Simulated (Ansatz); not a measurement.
Coupled-cluster run, CH$_{8}$GeSSi, SMILES `CS[SiH2][GeH3]`.

```yaml
crystal:
  periodic: [false, false, false]
  atoms:
    - {symbol: C, position_ang: [-1.600674, 1.371072, -0.167712]}
    - {symbol: S, position_ang: [-0.398046, 1.502540, 1.185966]}
    - {symbol: Si, position_ang: [0.350935, -0.491478, 1.202913]}
    - {symbol: Ge, position_ang: [1.493372, -1.039045, -0.815115]}
    - {symbol: H, position_ang: [-1.112527, 1.125744, -1.110543]}
    - {symbol: H, position_ang: [-2.074135, 2.347999, -0.260315]}
    - {symbol: H, position_ang: [-2.365194, 0.628002, 0.059350]}
    - {symbol: H, position_ang: [-0.758763, -1.462656, 1.421492]}
    - {symbol: H, position_ang: [1.289316, -0.551308, 2.353201]}
    - {symbol: H, position_ang: [2.739054, -0.154035, -0.980032]}
    - {symbol: H, position_ang: [0.582590, -0.817297, -2.036431]}
    - {symbol: H, position_ang: [1.931071, -2.514838, -0.818772]}
basis:
  gaussian: {orbitals: def2-SVP}
correlation: {method: ccsd_t}
```

```sh
$ ansatz run in.yaml --threads 4 --pin off --events-out ev --progress --plain
```

The program prints (abridged):

```
Functional definition: HF
1200 factors; integrals over basis functions are off by at most 1.5e-3 eV
mean field evaluation 1: about -76295.3050 eV, gradient 2.0e1 eV
mean field evaluation 2: about -76295.3077 eV, gradient 2.0e1 eV
mean field evaluation 4: about -76296.9201 eV, gradient 2.7e0 eV
mean field evaluation 8: about -76296.9435 eV, gradient 7.8e-5 eV
mean field -76296.94345914 eV, -2803.8609561977 hartree, gradient 1.6e-6 eV, S^2 0.000000; 0 other end points of the search recorded, 0 dependent functions left out
20 core orbitals not correlated: weight in the atoms' cores, before any rotation towards them, 1.000 or more for the frozen orbitals, at most 0.000 for the correlated occupied ones
reference -76296.94345914 eV, -2803.8609561977 hartree; 18, 18 occupied and 84, 84 virtual orbitals, 1200 factors
second order -16.72091245 eV of doubles, -0.00000000 eV of singles
cycle   1  -17.62575651 eV  change   -9.0e-1 eV  update   1.0e-1
cycle   2  -18.24561466 eV  change   -6.2e-1 eV  update   3.1e-2
cycle   3  -18.31062359 eV  change   -6.5e-2 eV  update   1.2e-2
cycle   4  -18.30842860 eV  change    2.2e-3 eV  update   3.0e-3
cycle   5  -18.30797924 eV  change    4.5e-4 eV  update   8.6e-4
cycle   6  -18.30749792 eV  change    4.8e-4 eV  update   2.6e-4
cycle   7  -18.30743757 eV  change    6.0e-5 eV  update   8.2e-5
cycle   8  -18.30744110 eV  change   -3.5e-6 eV  update   2.8e-5
perturbative correction -0.53420088 eV, -0.0196315204 hartree
Total energy: -76315.78510113 eV, -2804.5533737693 hartree
```

It took 3.9 s on 4 threads of a server CPU on a shared host, with 0.64 GiB of host memory at the peak.

Correlation energy per correlated electron: -0.523 eV. T1 diagnostic: 0.0103.
